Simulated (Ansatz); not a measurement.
Program: Ansatz. Geometries: PBE0-D4/def2-TZVP. ΔE: electronic, gas phase. CCSD(T)/CBS adds triple-zeta CCSD(T) − MP2 to the extrapolated MP2 energy (def2 sets, frozen cores). Functionals use def2-TZVPP. For Ge outer-core shells are correlated without core-valence functions, which leaves a few kJ/mol of doubt a bond. Scalar relativity is left out up to krypton. One conformer a species, not always the lowest.

Consider the redistribution: `B[SiH](F)Cl` + `C[O][GeH2][Cl]` → `F[SiH](Cl)[GeH2][Cl]` + `BOC`.

CCSD(T)/CBS gives -149.8 kJ/mol.

Problem. Another level gave -147.2 kJ/mol. Which?
A. ωB97X-V/def2-TZVPP
B. HF/def2-TZVPP
C. CAM-B3LYP-D4/def2-TZVPP
D. LDA (SPW92)/def2-TZVPP

Solution. A. ωB97X-V -147.2, LDA (SPW92) -172.4, CAM-B3LYP-D4 -156.1, HF/def2-TZVPP -134.6 kJ/mol.

Largest T1 diagnostic among the species: 0.014.

From PBE to PBE0 (25 % exact exchange), in def2-TZVPP and without D4, ΔE moves by +3.5 kJ/mol. At CCSD(T), def2-SVP lies −8.2 kJ/mol from the extrapolated value and def2-TZVPP +3.0 kJ/mol.
